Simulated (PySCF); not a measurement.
AlBr3, SMILES [Br][Al]([Br])[Br]. Geometry optimised at B3LYP-D3(BJ)/def2-SVP. The isomer is the one that the SMILES or the coordinates give; other isomers of the formula were not compared.

The numbers are results of B3LYP-D3(BJ)/def2-SVP run with PySCF, not measurements.

Harmonic wavenumbers (cm⁻¹): 92, 92, 171, 230, 510, 510. Rotational constants (GHz): 0.8392, 0.8392, 0.4196; symmetry number 6.

Problem. Work out the zero-point energy and the ideal-gas rigid-rotor harmonic-oscillator thermochemistry at 298.15 K and 1 atm.

Solution. ZPE = ½ Σ hcν = ½ × 1605 cm⁻¹ = 9.60 kJ/mol. H − E(el) = 27.54 kJ/mol. Entropy in J/(mol K): translation 178.41, rotation 116.33, vibration 53.53, total 348.27. G − E(el) = -76.30 kJ/mol. Cp = 75.26 J/(mol K). Modes under 150 cm⁻¹ make the vibrational entropy uncertain.
